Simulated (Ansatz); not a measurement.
Reaction (hydrogenolysis of a C–Si bond): `NB([SiH3])C[SiH3]` + H₂ → `CB(N)[SiH3]` + SiH₄

Isolated molecules relaxed with PBE0-D4/def2-TZVP in Ansatz; ΔE leaves out vibrations. CCSD(T)/CBS is the MP2 limit (def2-TZVPP, def2-QZVPP) plus CCSD(T) − MP2 in def2-TZVPP, frozen cores. This one scheme is used for every species. Functionals use def2-TZVPP. B3LYP here is the variant with VWN-RPA as its local correlation; programs differ in this. One conformer a species, not always the lowest.

Question: Is it downhill or uphill in electronic energy at CCSD(T)/CBS, and by how much? (Best estimate.)

Answer: Computed: Downhill: ΔE = -13.4 kJ/mol.

Question: What do these levels give: PBE-D4, r2SCAN-D4, PBE0-D4, r2SCAN, PBE0, B3LYP, HF/def2-TZVPP, SCS-MP2/def2-TZVPP, MP2/def2-QZVPP, HF/CBS(def2), MP2/CBS(def2), CCSD/CBS(def2)? (Estimate.)

Answer: The calculation gave: PBE-D4 -11.5, r2SCAN-D4 -12.8, PBE0-D4 -13.9, r2SCAN -15.4, PBE0 -22.1, B3LYP -31.2, HF/def2-TZVPP -43.6, SCS-MP2/def2-TZVPP -17.1, MP2/def2-QZVPP -7.4, HF/CBS(def2) -43.3, MP2/CBS(def2) -6.2, CCSD/CBS(def2) -18.7 kJ/mol.

Largest T1 diagnostic among the species: 0.013.

The D4 term adds +14.3 kJ/mol with B3LYP and +8.1 kJ/mol with PBE0; it sums over pairs of atoms, weighted by their polarisabilities, and B3LYP, whose exchange is more repulsive, gets the larger term. In def2-TZVPP, CCSD(T) changes the Hartree–Fock value by +27.1 kJ/mol (the triples alone add +5.3 kJ/mol) and MP2 by +34.4 kJ/mol.
